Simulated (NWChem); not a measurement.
System: Si$_{2}$H$_{5}$O$_{2}$Cl; SMILES O[SiH](O)[SiH2]Cl

NWChem input:

```
start job
memory heap 200 mb stack 900 mb global 1100 mb
geometry units angstroms noautoz
  O      1.414661     1.526442     0.638788
  Si    -0.199583     1.387590     0.264041
  O     -0.577166     1.801885    -1.303828
  Si    -0.861362    -0.859867     0.448047
  Cl     0.783576    -2.015265    -0.178642
  H      1.997035     0.856830     0.247915
  H     -0.865572     2.289725     1.238737
  H     -0.384167     2.713448    -1.570375
  H     -2.025557    -1.242380    -0.390701
  H     -1.141439    -1.247597     1.856170
end
basis spherical
  * library def2-tzvp
end
dft
  xc b3lyp
  iterations 150
  semidirect filesize 400000000
  mulliken
end
task dft energy
```

Output (shortened):

```
             Northwest Computational Chemistry Package (NWChem) 7.3.0
             --------------------------------------------------------

 C1  symmetry detected

                             Geometry "geometry" -> ""
                             -------------------------

 Output coordinates in angstroms (scale by  1.889725989 to convert to a.u.)

  No.       Tag          Charge          X              Y              Z
 ---- ---------------- ---------- -------------- -------------- --------------
    1 O                    8.0000     1.59154103     1.31236626     0.41201832
    2 Si                  14.0000    -0.06737449     1.34443106     0.30034906
    3 O                    8.0000    -0.64514670     1.86973506    -1.17024860
    4 Si                  14.0000    -0.91437815    -0.83734674     0.51319420
    5 Cl                  17.0000     0.48564980    -2.10945809    -0.41155393
    6 H                    1.0000     2.03418929     0.61130479    -0.09087007
    7 H                    1.0000    -0.47617915     2.25553622     1.40043421
    8 H                    1.0000    -0.40610905     2.77127411    -1.43355711
    9 H                    1.0000    -2.22934508    -1.06674761    -0.13749898
   10 H                    1.0000    -1.00522027    -1.26657125     1.93414532

 Effective nuclear repulsion energy (a.u.)     361.1056580940

                                 NWChem DFT Module
                                 -----------------

 Summary of "ao basis" -> "ao basis" (spherical)
 ------------------------------------------------------------------------------
       Tag                 Description            Shells   Functions and Types
 ---------------- ------------------------------  ------  ---------------------
 O                         def2-tzvp                11       31   5s3p2d1f
 Si                        def2-tzvp                13       37   5s5p2d1f
 Cl                        def2-tzvp                13       37   5s5p2d1f
 H                         def2-tzvp                 4        6   3s1p

            General Information
            -------------------
          SCF calculation type: DFT
          Wavefunction type:  closed shell.
          No. of atoms     :    10
          No. of electrons :    66
           Alpha electrons :    33
            Beta electrons :    33
          Charge           :     0
          Spin multiplicity:     1
          Use of symmetry is: off; symmetry adaption is: off
          Maximum number of iterations: 150
          AO basis - number of functions:   203
                     number of shells:    81
          Convergence on energy requested:  1.00D-06
          Convergence on density requested:  1.00D-05
          Convergence on gradient requested:  5.00D-04

              XC Information
              --------------
                         B3LYP Method XC Potential
                     Hartree-Fock (Exact) Exchange  0.200
                        Slater Exchange Functional  0.800 local
                    Becke 1988 Exchange Functional  0.720 non-local
              Lee-Yang-Parr Correlation Functional  0.810
                  VWN I RPA Correlation Functional  0.190 local

             Grid Information
             ----------------
          Grid used for XC integration:  medium
          Radial quadrature: Mura-Knowles
          Angular quadrature: Lebedev.
          Tag              B.-S. Rad. Rad. Pts. Rad. Cut. Ang. Pts.
          ---              ---------- --------- --------- ---------
          O                   0.60       49          12.0       434
          Si                  1.10       88          11.0       590
          Cl                  1.00       88          13.0       590
          H                   0.35       45          13.0       434
          Grid pruning is: on
          Number of quadrature shells:   587
          Spatial weights used:  Erf1

      Superposition of Atomic Density Guess
      -------------------------------------

 Sum of atomic energies:       -1189.21617010

      Non-variational initial energy
      ------------------------------

 Total energy =   -1190.627327
 1-e energy   =   -2364.275599
 2-e energy   =     812.542614
 HOMO         =      -0.305445
 LUMO         =      -0.004702

------------------------------------------------------------
EAF file 0: "./job.aoints.0" size=633339904 bytes
------------------------------------------------------------
               write      read    awrite     aread      wait
               -----      ----    ------     -----      ----
     calls:     1208         0         0         0         0
   data(b): 6.33e+08  0.00e+00  0.00e+00  0.00e+00
   time(s): 0.00e+00  0.00e+00  0.00e+00  0.00e+00  0.00e+00
rate(mb/s): 0.00e+00  0.00e+00
------------------------------------------------------------

     ---------------------------------------------
      Total Density - Mulliken Population Analysis
     ---------------------------------------------

    Atom       Charge   Shell Charges
 -----------   ------   -------------------------------------------------------
    1 O    8     8.84   0.79  1.18  0.59  0.95  0.24  2.02  2.20  0.84  0.00  0.01  0.00
    2 Si  14    13.12   2.00  0.59  1.39  0.81  0.40  4.11  1.73  0.47  0.97  0.26  0.17  0.17  0.06
    3 O    8     8.84   0.79  1.18  0.59  0.95  0.24  2.02  2.20  0.85  0.00  0.01  0.00
    4 Si  14    13.54   2.00  0.59  1.39  0.88  0.47  4.11  1.73  0.48  1.24  0.43  0.08  0.11  0.02
    5 Cl  17    17.42   2.01  0.45  1.52  1.11  0.84  4.19  1.69  1.11  2.97  1.52  0.00  0.02  0.00
    6 H    1     0.55   0.19  0.25  0.06  0.04
    7 H    1     1.07   0.23  0.54  0.29  0.01
    8 H    1     0.55   0.19  0.26  0.06  0.04
    9 H    1     1.04   0.23  0.54  0.27  0.01
   10 H    1     1.04   0.23  0.54  0.27  0.01

   convergence    iter        energy       DeltaE   RMS-Dens  Diis-err
 ---------------- ----- ----------------- --------- --------- ---------
 d= 0,ls=0.0,diis     1  -1192.8202771421 -1.55D+03  5.55D-03  1.88D+00
 d= 0,ls=0.0,diis     2  -1192.7437226985  7.66D-02  3.78D-03  2.09D+00
 d= 0,ls=0.0,diis     3  -1192.9238970827 -1.80D-01  8.67D-04  2.71D-01
 d= 0,ls=0.0,diis     4  -1192.9456229795 -2.17D-02  2.86D-04  5.74D-03
 d= 0,ls=0.0,diis     5  -1192.9462699916 -6.47D-04  8.31D-05  1.26D-03
  Resetting Diis
 d= 0,ls=0.0,diis     6  -1192.9463940176 -1.24D-04  2.34D-05  6.56D-05
 d= 0,ls=0.0,diis     7  -1192.9463987331 -4.72D-06  1.99D-05  1.41D-05
 d= 0,ls=0.0,diis     8  -1192.9463962390  2.49D-06  1.26D-05  4.16D-05
 d= 0,ls=0.0,diis     9  -1192.9464000295 -3.79D-06  1.31D-06  2.56D-07
 d= 0,ls=0.0,diis    10  -1192.9464000545 -2.50D-08  3.00D-07  1.04D-08

         Total DFT energy =    -1192.946400054487
      One electron energy =    -2368.849802294606
           Coulomb energy =      904.149468225186
    Exchange-Corr. energy =      -89.351724079116
 Nuclear repulsion energy =      361.105658094048

 Numeric. integr. density =       65.999996613984

                       DFT Final Molecular Orbital Analysis
                       ------------------------------------

 Vector   31  Occ=2.000000D+00  E=-3.362473D-01
              MO Center=  3.1D-01,  8.8D-01, -3.7D-01, r^2= 4.6D+00
   Bfn.  Coefficient  Atom+Function         Bfn.  Coefficient  Atom+Function
  ----- ------------  ---------------      ----- ------------  ---------------
    74      0.287356   3 O  px               77      0.237731   3 O  px
     8      0.228971   1 O  pz               11      0.190750   1 O  pz
    80      0.184512   3 O  px              151     -0.168573   5 Cl px
   152     -0.166373   5 Cl py                7     -0.145179   1 O  py
    14      0.140492   1 O  pz               10     -0.121061   1 O  py

 Vector   32  Occ=2.000000D+00  E=-3.194582D-01
              MO Center= -7.8D-02, -1.8D+00, -5.7D-02, r^2= 3.0D+00
   Bfn.  Coefficient  Atom+Function         Bfn.  Coefficient  Atom+Function
  ----- ------------  ---------------      ----- ------------  ---------------
   153      0.401850   5 Cl pz              156      0.274300   5 Cl pz
   151      0.219192   5 Cl px              150      0.197119   5 Cl pz
   144     -0.158337   5 Cl pz              154      0.150788   5 Cl px
   199     -0.131955  10 H  s               193      0.129063   9 H  s
   200     -0.119035  10 H  s               194      0.115294   9 H  s

 Vector   33  Occ=2.000000D+00  E=-2.879397D-01
              MO Center= -2.4D-01, -7.9D-02,  3.2D-01, r^2= 4.4D+00
   Bfn.  Coefficient  Atom+Function         Bfn.  Coefficient  Atom+Function
  ----- ------------  ---------------      ----- ------------  ---------------
   115     -0.239744   4 Si py              152      0.238577   5 Cl py
    47      0.230311   2 Si py              155      0.184589   5 Cl py
   182      0.150622   7 H  s               104     -0.130339   4 Si s
   181      0.124061   7 H  s                 7     -0.121020   1 O  py
   149      0.120697   5 Cl py              114     -0.114909   4 Si px

 Vector   34  Occ=0.000000D+00  E=-3.997300D-02
              MO Center= -5.3D-01, -1.2D-01,  3.8D-01, r^2= 5.3D+00
   Bfn.  Coefficient  Atom+Function         Bfn.  Coefficient  Atom+Function
  ----- ------------  ---------------      ----- ------------  ---------------
   117      0.443050   4 Si px              141     -0.395641   5 Cl s
   119     -0.356180   4 Si pz              118     -0.270838   4 Si py
    49      0.267513   2 Si px              104      0.257564   4 Si s
     5     -0.247375   1 O  s               155     -0.213746   5 Cl py
   114      0.204369   4 Si px               50      0.185876   2 Si py

 Vector   35  Occ=0.000000D+00  E=-1.209683D-02
              MO Center= -4.3D-01,  1.0D+00,  5.5D-02, r^2= 5.9D+00
   Bfn.  Coefficient  Atom+Function         Bfn.  Coefficient  Atom+Function
  ----- ------------  ---------------      ----- ------------  ---------------
    73      0.632434   3 O  s               188     -0.517725   8 H  s
   194      0.417521   9 H  s                51      0.398689   2 Si pz
    50     -0.376974   2 Si py              200     -0.368092  10 H  s
   104     -0.358696   4 Si s               119      0.336863   4 Si pz
    36      0.262920   2 Si s               117      0.203608   4 Si px

 Vector   36  Occ=0.000000D+00  E= 1.856208D-02
              MO Center=  1.4D-01,  3.3D-01, -1.0D-01, r^2= 8.0D+00
   Bfn.  Coefficient  Atom+Function         Bfn.  Coefficient  Atom+Function
  ----- ------------  ---------------      ----- ------------  ---------------
    36      1.006734   2 Si s               104     -0.921019   4 Si s
     5     -0.748627   1 O  s               176      0.729726   6 H  s
   188      0.645835   8 H  s                73     -0.521255   3 O  s
   194      0.513365   9 H  s               103     -0.432999   4 Si s
   182     -0.330494   7 H  s               118     -0.283355   4 Si py

------------------------------------------------------------
EAF file 0: "./job.aoints.0" size=1022361600 bytes
------------------------------------------------------------
               write      read    awrite     aread      wait
               -----      ----    ------     -----      ----
     calls:     1950         9         0     17541     17541
   data(b): 1.02e+09  4.72e+06  0.00e+00  9.20e+09
   time(s): 0.00e+00  0.00e+00  0.00e+00  0.00e+00  0.00e+00
rate(mb/s): 0.00e+00  0.00e+00
------------------------------------------------------------

     ---------------------------------------------
      Total Density - Mulliken Population Analysis
     ---------------------------------------------

    Atom       Charge   Shell Charges
 -----------   ------   -------------------------------------------------------
    1 O    8     8.52   0.79  1.18  0.59  0.91  0.28  1.92  1.92  0.91  0.00  0.02  0.00
    2 Si  14    13.46   2.00  0.57  1.40  0.86  0.29  4.13  1.68  0.61  1.10  0.24  0.25  0.26  0.08
    3 O    8     8.52   0.79  1.18  0.59  0.91  0.28  1.92  1.92  0.91  0.00  0.02  0.00
    4 Si  14    13.72   2.00  0.57  1.40  0.94  0.39  4.13  1.68  0.61  1.37  0.31  0.12  0.16  0.03
    5 Cl  17    17.28   2.01  0.43  1.52  1.15  0.80  4.19  1.67  1.14  2.80  1.53  0.01  0.03  0.00
    6 H    1     0.68   0.25  0.33  0.04  0.05
    7 H    1     1.08   0.26  0.53  0.28  0.01
    8 H    1     0.68   0.25  0.33  0.04  0.05
    9 H    1     1.03   0.25  0.53  0.24  0.01
   10 H    1     1.04   0.25  0.53  0.24  0.01

     -------------------------------------------
      Total Density - Lowdin Population Analysis
     -------------------------------------------

    Atom       Charge   Shell Charges
 -----------   ------   -------------------------------------------------------
    1 O    8     8.13   0.87  1.09  0.53  0.59  0.31  1.77  1.90  1.03  0.00  0.03  0.00
    2 Si  14    14.06   2.00  0.83  1.09  0.48  0.30  3.85  1.87  0.69  1.05  0.53  0.28  0.79  0.31
    3 O    8     8.13   0.87  1.09  0.53  0.59  0.31  1.77  1.91  1.03  0.00  0.03  0.00
    4 Si  14    14.06   2.00  0.84  1.10  0.58  0.37  3.85  1.87  0.70  1.25  0.72  0.12  0.55  0.12
    5 Cl  17    16.85   1.98  0.84  1.14  0.91  0.76  3.93  1.90  1.27  2.47  1.61  0.01  0.04  0.00
    6 H    1     0.82   0.24  0.31  0.11  0.16
    7 H    1     1.05   0.25  0.47  0.30  0.02
    8 H    1     0.82   0.24  0.31  0.11  0.16
    9 H    1     1.04   0.25  0.47  0.29  0.03
   10 H    1     1.04   0.25  0.47  0.29  0.03

     Multipole analysis of the density
     ---------------------------------

     L   x y z        total         alpha         beta         nuclear
     -   - - -        -----         -----         ----         -------
     0   0 0 0     -0.000000    -33.000000    -33.000000     66.000000

     1   1 0 0     -0.141417     -0.070708     -0.070708     -0.000000
     1   0 1 0      0.569602      0.284801      0.284801     -0.000000
     1   0 0 1     -0.045138     -0.022569     -0.022569      0.000000

     2   2 0 0    -38.552993   -108.342595   -108.342595    178.132197
     2   1 1 0     -0.795601     -3.593949     -3.593949      6.392297
     2   1 0 1     -2.573095      0.270589      0.270589     -3.114272
     2   0 2 0    -37.553791   -319.454826   -319.454826    601.355861
     2   0 1 1     -2.636171      2.173727      2.173727     -6.983625
     2   0 0 2    -39.451643    -69.591812    -69.591812     99.731981
```

Level: B3LYP/def2-TZVP. The geometry was optimised at B3LYP/6-31G* (spherical d).
